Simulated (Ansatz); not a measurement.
`F[Si](F)(F)BCl` + CH₃OH → `COBCl` + `F[SiH](F)F` at 400 K and 1 bar (cleavage of the B–Si bond).

Calculated with Ansatz (gas phase, PBE0-D4/def2-TZVP geometries, no zero-point term in ΔE). CCSD(T)/CBS is the MP2 limit (def2-TZVPP, def2-QZVPP) plus CCSD(T) − MP2 in def2-TZVPP, frozen cores. This one scheme is used for every species. One conformer a species, not always the lowest.

```
         species  CCSD(T)/CBS energy (Eh)  H − E (kJ/mol)  S (J/(mol·K))
`F[Si](F)(F)BCl`              -1073.86290            94.1          400.4
           CH₃OH               -115.61712           151.2          252.6
         `COBCl`               -600.27977           173.7          326.3
    `F[SiH](F)F`               -589.26725            67.9          298.2
```

H − E and S are ideal-gas, rigid-rotor, harmonic terms from PBE0-D4/def2-TZVP, for one conformer and one mirror image of each species. 1 Eh = 2625.50 kJ/mol, R = 8.31446 J/(mol·K).

Q: By hand: ΔE, ΔH, ΔS and ΔG.

A: ΔE = (-600.27977) + (-589.26725) − (-1073.86290) − (-115.61712) = -0.06700 Eh = -175.9 kJ/mol. Δ(H − E) = 173.7 + 67.9 − 94.1 − 151.2 = -3.7, so ΔH = -179.6 kJ/mol. ΔS = 326.3 + 298.2 − 400.4 − 252.6 = -28.5 J/(mol·K). ΔG = -179.6 − 400 × (-28.5)/1000 = -168.2 kJ/mol.

Q: By hand: the equilibrium constant, and the temperature at which ΔG would vanish if ΔH and ΔS stayed fixed.

A: log₁₀ K = −ΔG/(RT ln 10) = 22.0. ΔG = 0 at ΔH/ΔS = 6302 K, far beyond where these terms or the molecules hold.

ΔH outweighs TΔS. A doubt of 5 kJ/mol in ΔE shifts log₁₀ K by 0.7 here. Other conformers and mirror images would add mixing entropy, several J/(mol·K) or more a flexible species. Modes under 60 cm⁻¹, often nearly free rotors, make the harmonic entropy too high. These are equilibria of isolated gas molecules and say nothing of rates. Largest T1 diagnostic: 0.013 (customary marks: 0.02 for closed shells, 0.045 for open ones).
